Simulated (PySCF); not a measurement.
Polarisability and C₆ of B²⁺ (boron, charge +2)

[He] 2s1, 2S determinant. Calculation: PySCF 2.14, in dyall-av3z; the spin-free X2C one-electron Hamiltonian (Gaussian nucleus). Coupled (time-dependent) response in atomic units; α is the mean over directions.

| method | mean α (bohr³) | C₆ (like pair) | S(−4) |
| --- | --- | --- | --- |
| UHF | 7.933 | 11.14 | 155.3 |
| PBE | 6.974 | 9.254 | 119.7 |
| PBE0 | 7.190 | 9.668 | 127.3 |
| B97-3 | 7.169 | 9.584 | 127.9 |
| wB97M-V | 6.446 | 7.891 | 112.2 |

S(−4) is the Cauchy moment in α(ω) = α(0) + S(−4) ω² + …

α(iu) at PBE0:

```
u (hartree)  α(iu) (bohr³)
          0          7.190
     0.0500          6.885
      0.100          6.116
      0.200          4.267
      0.300          2.893
      0.500          1.512
      0.750         0.8480
       1.00         0.5555
       1.50         0.3028
       2.00         0.1957
       3.00         0.1060
       5.00        0.05014
```

A single London oscillator, α(iu) = α/(1 + u²/ω²), gives C₆ = (3/4) ω α². Matching the computed C₆ needs ω = 4 × 9.668 / (3 × 7.190²) = 0.249 hartree.

For an ion, C₆ is the dispersion term alone; charge-induced terms of lower order in 1/R come first.
